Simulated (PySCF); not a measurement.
**PBE0 on Sn (tin, neutral)**

Configuration: [Kr] 4d10 5s2 5p2, high-spin 3P determinant. Calculation: PySCF 2.14, in def2-SVP with the def2 core potential (28 electrons) (4s4p2d, 26 functions); a scalar-relativistic core potential.

```
Total energy                                                  : -214.2543 hartree
One-electron energy                                           : -376.2162 hartree
Hartree (Coulomb) energy                                      : 179.9904 hartree
Exchange-correlation energy                                   : -18.0285 hartree
⟨S²⟩                                                          : 2.0029
⟨L²⟩                                                          : 2.008
Sum of ⟨r⟩                                                    : 29.24 bohr
Sum of ⟨r²⟩                                                   : 57.42 bohr²
Traceless quadrupole moment −½Σ⟨3z² − r²⟩ along its main axis : 4.49 e·bohr²
Time after the integrals                                      : 0.23 s of wall time on 1 thread of Neoverse-V1 (shared host)
```

```
shell  electrons  mean orbital energy (hartree)  spread (hartree)  rms radius, mean of both spins (bohr)
 4s α          1                       -5.14474                 0                                  0.878
 4s β          1                       -5.14088                 0                                  0.878
 4p α          3                       -3.47636           0.01097                                  0.953
 4p β          3                       -3.47242           0.01585                                  0.953
 4d α          5                       -1.03883           0.01313                                   1.19
 4d β          5                       -1.03251           0.01883                                   1.19
 5s α          1                       -0.45137                 0                                   2.57
 5s β          1                       -0.38946                 0                                   2.57
 5p α          2                       -0.18320                 0                                   3.40
```

Energies and moments cover only the electrons outside the core potential.
